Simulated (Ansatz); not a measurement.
Ansatz (a first-principles code) input (B3LYP-D3(BJ)/def2-TZVP):

Ansatz 0.2 input:
```yaml
crystal:
  periodic: [false, false, false]
  atoms:
    - {symbol: F, position_ang: [-1.58641477, -0.85712095, 0.69661119]}
    - {symbol: B, position_ang: [-0.85448018, -0.04706489, -0.03804457]}
    - {symbol: F, position_ang: [-1.58003991, 0.68422346, -0.85673134]}
    - {symbol: B, position_ang: [0.85796245, 0.04451702, 0.05999364]}
    - {symbol: F, position_ang: [1.67185597, -0.69284395, -0.66496309]}
    - {symbol: F, position_ang: [1.50192179, 0.85907860, 0.86829681]}
basis:
  gaussian:
    orbitals: def2-TZVP
hamiltonian:
  xc: b3lyp
  dispersion: d3bj
relax: {f_tol: 0.002, max_steps: 150}
```

End of the output:

```
962 factors; their error is unknown
mean field: 0.77 GiB planned
mean field -12231.83005182 eV, -449.5114633723 hartree, gradient 1.7e-5 eV, S^2 0.000000; 0 other end points of the search recorded, 0 dependent functions left out
the calculation of the forces begins
reference -12231.83028534 eV, -449.5114719541 hartree; 23, 23 occupied and 163, 163 virtual orbitals, 962 factors
relax step   3: F+E_penalty+E_count = -12231.96047964 eV  Δ(F+E_penalty+E_count) = -1.130e-2 eV  max|allowed force component| = 6.083e-2 eV/Å  Δτ_max = 0.0236 Å  (28 SCF iters, accepted)
these checks for a lower state are left out or cut short: starts, cluster_reference, orbital_swaps, neighbouring_geometries, increment
integrals: 0.08 GiB planned
962 factors; their error is unknown
mean field: 0.77 GiB planned
mean field evaluation 32: about -12231.7954 eV, gradient 1.1e-3 eV
mean field -12231.83036427 eV, -449.5114748545 hartree, gradient 1.8e-5 eV, S^2 0.000000; 0 other end points of the search recorded, 0 dependent functions left out
the calculation of the forces begins
reference -12231.83059782 eV, -449.5114834372 hartree; 23, 23 occupied and 163, 163 virtual orbitals, 962 factors
relax step   4: F+E_penalty+E_count = -12231.96077583 eV  Δ(F+E_penalty+E_count) = -2.962e-4 eV  max|allowed force component| = 5.329e-3 eV/Å  Δτ_max = 0.0048 Å  (30 SCF iters, accepted)
these checks for a lower state are left out or cut short: starts, cluster_reference, orbital_swaps, neighbouring_geometries, increment
integrals: 0.08 GiB planned
962 factors; their error is unknown
mean field: 0.77 GiB planned
mean field -12231.83034705 eV, -449.5114742217 hartree, gradient 4.0e-5 eV, S^2 0.000000; 0 other end points of the search recorded, 0 dependent functions left out
the calculation of the forces begins
reference -12231.83058059 eV, -449.5114828041 hartree; 23, 23 occupied and 163, 163 virtual orbitals, 962 factors
relax step   5: F+E_penalty+E_count = -12231.96077635 eV  Δ(F+E_penalty+E_count) = -5.168e-7 eV  max|allowed force component| = 5.979e-3 eV/Å  Δτ_max = 0.0004 Å  (19 SCF iters, accepted)
these checks for a lower state are left out or cut short: starts, cluster_reference, orbital_swaps, neighbouring_geometries, increment
integrals: 0.08 GiB planned
962 factors; their error is unknown
mean field: 0.77 GiB planned
mean field -12231.83035415 eV, -449.5114744828 hartree, gradient 1.9e-5 eV, S^2 0.000000; 0 other end points of the search recorded, 0 dependent functions left out
the calculation of the forces begins
reference -12231.83058769 eV, -449.5114830652 hartree; 23, 23 occupied and 163, 163 virtual orbitals, 962 factors
relax step   6: F+E_penalty+E_count = -12231.96077764 eV  Δ(F+E_penalty+E_count) = -1.293e-6 eV  max|allowed force component| = 6.130e-5 eV/Å  Δτ_max = 0.0002 Å  (19 SCF iters, accepted)
integrals: 0.08 GiB planned
962 factors; their error is unknown
mean field: 0.77 GiB planned
mean field -12231.83035415 eV, -449.5114744828 hartree, gradient 3.3e-5 eV, S^2 0.000000; 1 other end points of the search recorded, 0 dependent functions left out
the calculation of the forces begins
reference -12231.83058769 eV, -449.5114830652 hartree; 23, 23 occupied and 163, 163 virtual orbitals, 962 factors
Total energy: -12231.96101118 eV, -449.5162760398 hartree
Atom 0 at    -1.547575    -0.877643     0.722162 Å, force     0.000004     0.000007     0.000006 eV/Å
Atom 1 at    -0.854482    -0.047281    -0.038119 Å, force    -0.000051     0.000003     0.000061 eV/Å
Atom 2 at    -1.540898     0.709352    -0.877312 Å, force     0.000008     0.000018    -0.000030 eV/Å
Atom 3 at     0.858085     0.044227     0.059844 Å, force     0.000026    -0.000054    -0.000030 eV/Å
Atom 4 at     1.635662    -0.717894    -0.690126 Å, force     0.000038     0.000042     0.000013 eV/Å
Atom 5 at     1.460013     0.880027     0.888713 Å, force    -0.000025    -0.000017    -0.000020 eV/Å
Dipole moment:     0.000002     0.000011     0.000001 e Å
```
